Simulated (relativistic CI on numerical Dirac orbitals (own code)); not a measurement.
**Cu3+ in a cubic cluster: 2p photoemission with charge transfer**

Computed with a charge-transfer multiplet model of a cubic metal-ligand cluster with up to 2 ligand holes, Slater and spin-orbit integrals from Dirac-Coulomb-Breit ions, Slater integrals scaled by 0.9. The ground state mixes d8 with configurations of k ligand holes L, whose averages lie at kΔ + k(k − 1)U_dd/2; a core hole lowers each added d electron by U_cd. 300 K, Lorentzian 0.6 eV and Gaussian 0.8 eV FWHM.

Atomic integrals in eV (Slater integrals scaled, ζ unscaled), ground: F2dd 12.450, F4dd 7.768, zeta_d 0.110; with the core hole: F2dd 13.965, F4dd 8.759, zeta_d 0.150, zeta_core 13.370, F2cd 8.509, G1cd 6.600, G3cd 3.757.

Cluster parameters (eV): Δ = -1, U_dd = 8.4, U_cd = 9.7, 10Dq = 1.7, 10Dq(ligand) = 1.2, final-state hopping factor = 0.8.

```
                              Case   n_d    d8   d9L  d10L2     S
V(eg) = 0.35 eV, V(t2g) = -0.17 eV  8.18  0.82  0.18   0.00  1.00
V(eg) = 0.95 eV, V(t2g) = -0.46 eV  8.39  0.62  0.38   0.01  1.00
V(eg) = 1.25 eV, V(t2g) = -0.61 eV  8.44  0.57  0.42   0.01  1.00
 V(eg) = 1.85 eV, V(t2g) = -0.9 eV  8.52  0.51  0.46   0.03  1.00
V(eg) = 2.15 eV, V(t2g) = -1.05 eV  8.54  0.49  0.48   0.03  1.00
```

Weights, n_d and S are thermal averages at 300 K. Binding energies count from the first peak over 30 % of the highest in each spectrum, which can be another peak from case to case. The parameters are a model scan and need not match a compound or its usual spin state. Peaks in eV (height, largest 100):
- V(eg) = 0.35 eV, V(t2g) = -0.17 eV: 0.0 (38), 3.1 (17), 7.6 (100), 9.1 (79), 13.1 (20), 14.8 (10), 20.3 (15), 22.1 (17), 29.6 (54), 30.7 (41), 33.0 (7)
- V(eg) = 0.95 eV, V(t2g) = -0.46 eV: 0.0 (89), 2.1 (89), 4.8 (58), 9.5 (100), 10.9 (81), 14.9 (22), 16.6 (12), 20.2 (36), 22.4 (37), 23.9 (57), 31.3 (56), 32.4 (43), 34.8 (8)
- V(eg) = 1.25 eV, V(t2g) = -0.61 eV: 0.0 (100), 2.6 (69), 5.2 (54), 9.9 (67), 11.3 (55), 15.2 (15), 16.9 (9), 20.2 (43), 22.9 (28), 24.3 (51), 31.7 (38), 32.8 (30), 35.2 (6)
- V(eg) = 1.85 eV, V(t2g) = -0.9 eV: 0.0 (100), 3.8 (38), 6.0 (41), 10.8 (31), 12.2 (27), 16.2 (8), 17.8 (6), 20.3 (45), 25.2 (38), 32.6 (18), 33.7 (16)
- V(eg) = 2.15 eV, V(t2g) = -1.05 eV: 0.0 (100), 4.4 (31), 6.4 (37), 11.4 (23), 12.8 (20), 16.8 (7), 20.3 (47), 25.7 (34), 33.2 (14), 34.2 (13)

Curve for V(eg) = 0.35 eV, V(t2g) = -0.17 eV (points under 2 left out, the grid thinned):

| E (eV) | Intensity |
| --- | --- |
| -2.5 | 2.1 |
| -1.7 | 6.7 |
| -0.9 | 17.2 |
| -0.1 | 37.6 |
| 0.8 | 15.0 |
| 1.6 | 7.3 |
| 2.4 | 10.5 |
| 3.2 | 16.3 |
| 4.0 | 8.0 |
| 4.8 | 5.3 |
| 5.7 | 6.1 |
| 6.5 | 16.3 |
| 7.3 | 79.4 |
| 8.1 | 73.3 |
| 8.9 | 76.4 |
| 9.7 | 50.3 |
| 10.6 | 35.6 |
| 11.4 | 27.0 |
| 12.2 | 20.1 |
| 13.0 | 20.1 |
| 13.8 | 13.6 |
| 14.6 | 10.1 |
| 15.4 | 7.2 |
| 16.3 | 3.4 |
| 17.1 | 3.0 |
| 17.9 | 2.3 |
| 18.7 | 3.9 |
| 19.5 | 6.2 |
| 20.3 | 15.5 |
| 21.2 | 8.4 |
| 22.0 | 16.5 |
| 22.8 | 7.4 |
| 23.6 | 2.8 |
| 26.5 | 2.2 |
| 27.3 | 4.4 |
| 28.2 | 21.2 |
| 29.0 | 47.9 |
| 29.8 | 51.2 |
| 30.6 | 41.0 |
| 31.4 | 24.0 |
| 32.2 | 10.2 |
| 33.1 | 7.0 |
| 33.9 | 4.0 |
| 34.7 | 3.5 |
| 35.5 | 2.1 |

For the case V(eg) = 1.25 eV, V(t2g) = -0.61 eV, Δ = -1 eV is smaller than U_dd = 8.4 eV, the charge-transfer side of the Zaanen-Sawatzky-Allen scheme (negative Δ: between configuration averages a ligand hole costs less than the nominal valence; multiplet and field energies can change this for the lowest states). With the core hole the average of the configuration with one ligand hole lies at Δ − U_cd = -10.7 eV before mixing: it lies below the unscreened one, so the lowest final states are mostly screened and the unscreened weight appears at higher binding energy as a satellite.
